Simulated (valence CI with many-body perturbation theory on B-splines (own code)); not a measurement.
Te13+: magnetic and hyperfine properties of the levels

Method: relativistic CI+MBPT: three valence electrons over a frozen Dirac-Fock core [Kr], radial functions for each j: 7 s, 7 p, 8 d, 6 f, 4 g, 1 h, with the one-electron correlation potential Σ1 (screened to all orders), the two-electron term Σ2, the three-electron term Σ3, Breit, model QED; selected single and double excitations, second order for the rest, scaled by the run's own slope (own B-spline code, finite nucleus).

No measured spectrum was set against this ion. As an estimate, terms of the open shell hold to 2 to 4 % of their energy, and close levels can change places. Excitations out of the core, of the other parity, are not computed and may begin above about 58.5 eV (a cautious bound); beyond it only levels of the ground parity were kept, without lifetimes.

A/g_I is the dipole constant over the nuclear g factor μ/I (μ in nuclear magnetons, uniformly magnetised nucleus), B/Q the quadrupole constant per barn. Both hold the static response of the core; the bare values leave it out. Large factors of s and p1/2 electrons are usually good to 5 to 10 %; those of open d and f shells near neutrality can be off by tens of per cent, and small factors of p3/2, d and f electrons come from cancelling terms and can be off by a factor of two or in sign, in half-filled shells by more. B is blank for J = 1/2, where it vanishes, and for nearly pure S terms. Energies count from the lowest level.

Names give the largest LS component (configuration and term), which can be under half, so a name can repeat, a term be missing and a line seem to break the LS rules; names also repeat where a configuration has a term twice. Letters in brackets count levels of one name in rising energy.

```
         Level  E (eV)      g  A/g_I (MHz)  A/g_I bare  B/Q (MHz/b)  B/Q bare
    4d3 4F_3/2    0.00  0.453         4660        4060        -1340     -1250
    4d3 4F_5/2    1.02  1.034         2410        2380        -1070     -1010
    4d3 4F_7/2    1.95  1.209         1910        2050        -1030      -972
    4d3 4F_9/2    2.66  1.258         1980        2170         -626      -603
    4d3 4P_3/2    3.14  1.458         1620        2010        -1750     -1640
    4d3 4P_1/2    3.50  2.233        -3250       -2090                       
    4d3 2G_7/2    4.49  0.925         2790        2650         1480      1400
    4d3 2H_9/2    4.63  1.042         2430        2410         3300      3080
    4d3 4P_5/2    4.84  1.571          227         728         2540      2370
4d3 2D_3/2 [a]    5.56  1.164         2200        2300        -2650     -2480
    4d3 2P_1/2    5.93  1.101         -173        -137                       
   4d3 2H_11/2    6.29  1.090         2310        2340         5780      5410
4d3 2D_5/2 [a]    6.89  1.207         1950        2090        -1370     -1280
    4d3 2G_9/2    7.01  1.051         1970        1960         2150      2020
    4d3 2P_3/2    8.01  1.183         1830        1950          376       352
    4d3 2F_5/2    8.33  0.893         2300        2130         3340      3130
    4d3 2F_7/2    8.36  1.134         2260        2330         1540      1450
4d3 2D_3/2 [b]   12.66  0.802         3980        3720         3400      3180
4d3 2D_5/2 [b]   12.76  1.178         1680        1790         2610      2440
 4d2.5s 4F_3/2   89.99  0.430        -8230       -7610          685       645
 4d2.5s 4F_5/2   90.42  1.011        14300       13200          654       615
 4d2.5s 4F_7/2   91.77  1.230        10700       10000         1290      1200
 4d2.5s 2F_5/2   92.38  0.919        -3710       -3250         1380      1290
 4d2.5s 4F_9/2   92.99  1.316         9310        8840         2430      2270
 4d2.5s 4P_1/2   93.44  2.521        55500       51600                       
 4d2.5s 4P_5/2   93.96  1.380        14800       13900        -1810     -1700
 4d2.5s 2F_7/2   94.03  1.109        -4120       -3510         2780      2610
 4d2.5s 4P_3/2   94.06  1.472         5640        5530         1680      1570
 4d2.5s 2D_3/2   94.58  1.174         4820        4650        -1110     -1040
 4d2.5s 2P_1/2   95.21  0.823       -10900      -10000                       
 4d2.5s 2G_9/2   96.15  1.127         9710        9070         7390      6940
 4d2.5s 2D_5/2   96.23  1.373        14900       13900        -2200     -2060
 4d2.5s 2G_7/2   96.27  0.929        -4940       -4390         6340      5950
 4d2.5s 2P_3/2   96.89  1.187       -10900       -9690        -2110     -1990
 4d2.5s 2S_1/2  102.15  1.992        67700       62400
```

Task: Take the isotope of mass number 123, with I = 1/2, μ = -0.7358 μN. What is the hyperfine structure of 4d3 4F_9/2?

Result: From the table A = -2910 MHz. Shifts from the centre of gravity in MHz: F = 4: 8000, F = 5: -6550.
